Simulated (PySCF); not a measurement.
# Working out the ionisation energy of Fe

Fe [Ar] 3d6 4s2 (5D) → Fe⁺ [Ar] 3d6 4s1 (6D). Calculation: PySCF 2.14, in cc-pVTZ-DK (7s6p4d2f1g, 68 functions); the spin-free X2C one-electron Hamiltonian (Gaussian nucleus). Frozen: [Ar]. Energies in hartree (1 hartree = 27.21139 eV):

```
             part    Fe (lower)   Fe⁺ (upper)
              UHF  -1271.347272  -1271.110927
MP2 opposite-spin     -0.094461     -0.058347
    MP2 same-spin     -0.087909     -0.086724
```

Question: What does Hartree-Fock give?

Answer: (-1271.110927) − (-1271.347272) = 0.236345 hartree = 6.431 eV.

Question: What do MP2 and SCS-MP2 (6/5 opposite-spin, 1/3 same-spin) give?

Answer: The opposite-spin parts differ by 0.983 eV and the same-spin parts by 0.032 eV. MP2: 6.431 + (0.983) + (0.032) = 7.446 eV. SCS-MP2: 6.431 + 1.2 × (0.983) + (0.032)/3 = 7.621 eV.

Measured between the centres of the two terms (NIST): 7.904 eV, so MP2 (valence) is off by -0.458 eV.

What remains against the reference includes basis incompleteness, the frozen core and correlation beyond second order.
